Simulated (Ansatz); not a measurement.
`CN[SiH2][AlH2]` and `CN[SiH3]` differ in one atom or group.

Ansatz, PBE0-D4/def2-TZVP geometries, multiplicity 1. Each molecule was computed in one conformer, which needn't be the lowest.

| property | `CN[SiH2][AlH2]` |
| --- | --- |
| HOMO–LUMO gap (PBE/def2-TZVPP) / eV | 2.37 |
| HOMO energy (PBE/def2-TZVPP) / eV | -5.06 |
| HOMO–LUMO gap (ωB97M-V/def2-TZVPP) / eV | 8.03 |
| LUMO energy (ωB97M-V/def2-TZVPP) / eV | -0.31 |
| LUMO energy (PBE/def2-TZVPP) / eV | -2.68 |
| HOMO–LUMO gap (B3LYP/def2-TZVPP) / eV | 3.93 |

Q: Give the same properties after the change, and the shifts. (Best estimate.)

A: Ansatz gave: 
```
                               property  `CN[SiH3]`  shift
    HOMO–LUMO gap (PBE/def2-TZVPP) / eV        5.07   2.70
      HOMO energy (PBE/def2-TZVPP) / eV       -5.43  -0.37
HOMO–LUMO gap (ωB97M-V/def2-TZVPP) / eV       11.15   3.12
  LUMO energy (ωB97M-V/def2-TZVPP) / eV        2.02   2.33
      LUMO energy (PBE/def2-TZVPP) / eV       -0.36   2.32
  HOMO–LUMO gap (B3LYP/def2-TZVPP) / eV        6.79   2.86
```

With PBE0 the HOMO falls by 0.55 eV and the LUMO rises by 2.40 eV, so the gap widens by about 2.95 eV. PBE moves the HOMO by -0.37 eV and ωB97M-V by -0.79 eV.

B3LYP here is the variant with VWN-RPA as its local correlation; programs differ in this.
